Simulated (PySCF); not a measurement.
# Ionising BAs

ROHF-MP2; B def2-TZVPPD, As def2-TZVPPD; no relativity (PySCF 2.14). Neutral (ROHF): triplet (σ ↑, π ↑), Re = 1.850 Å, ωe = 831 cm⁻¹, De = 2.84 eV.

BAs⁺ (UHF): quartet (σ ↑, π ↑↑), Re = 1.956 Å, ωe = 663 cm⁻¹, De = 2.21 eV to B⁺ + As. The energies at the minima are -2259.07189 hartree for BAs and -2258.74509 for BAs⁺.

(1) Work out the adiabatic ionisation energy, without and with harmonic zero-point energies (1 hartree = 27.2114 eV, 1 eV = 8065.5 cm⁻¹), and the change of the bond length.

Correlated steps freeze 10 core orbitals. UHF and ROHF references stand side by side, which adds small steps between rows. Spin–orbit coupling is left out. For an ion De counts to the pair picked by the measured ionisation energies or electron affinities, which need not be the lowest pair at this level. States were picked by a PBE0 search and need not be the measured ground states.

Neutral and ion stand on different kinds of reference determinant, which adds to the error of the difference.

Answers

(1) At MP2: 0.32680 hartree = 8.893 eV between the minima; the zero-point term (663.0 − 831.0)/2 cm⁻¹ = -0.010 eV makes it 8.882 eV. Re changes by +10.6 pm against the neutral. The electron leaves a π orbital, and the longer bond of the ion fits a bonding orbital, or a change in how ionic the bond is.
